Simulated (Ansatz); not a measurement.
Molecule: GaH$_{2}$, charge 1, multiplicity 1. SMILES: [GaH2+]
Geometry: optimised at B3LYP-D3(BJ)/def2-TZVP (Ansatz, a quantum-chemistry and plane-wave program).

Property: vertical ionisation energy (to the doublet state of charge +2; each state is the SCF solution reached for its spin; the UHF <S^2> is 0.86 for the doublet (pure: 0.75)), in eV. Cores are frozen in the correlated levels unless marked. Open shells are spin-unrestricted. Spin-orbit coupling is left out. Frozen are the shells of the preceding noble gas and the d and f shells that filled before the atom's block. Non-relativistic. CBS marks a two-point X^-3 extrapolation of the correlation energy; Hartree-Fock from the larger set.

```csv
level,program,vertical ionisation energy (eV)
SVWN5/def2-TZVPD,Ansatz,19.58
B3LYP/def2-TZVPD,Ansatz,19.63
PBE0/def2-TZVPD,Ansatz,19.54
CAM-B3LYP/def2-TZVPD,Ansatz,___
CCSD/def2-SVPD,Ansatz,___
CCSD/aug-cc-pVTZ,Ansatz,___
CCSD/def2-TZVPPD,Ansatz,19.58
CCSD/aug-cc-pVQZ,Ansatz,19.62
CCSD/def2-QZVPPD,Ansatz,___
"CCSD(T)/CBS(aug-cc-pVTZ,aug-cc-pVQZ)",Ansatz,19.65
```

Problem. Fill in the missing entries.

Solution. 
- CAM-B3LYP/def2-TZVPD, vertical ionisation energy (eV): 19.68
- CCSD/def2-SVPD, vertical ionisation energy (eV): 19.49
- CCSD/aug-cc-pVTZ, vertical ionisation energy (eV): 19.59
- CCSD/def2-QZVPPD, vertical ionisation energy (eV): 19.61
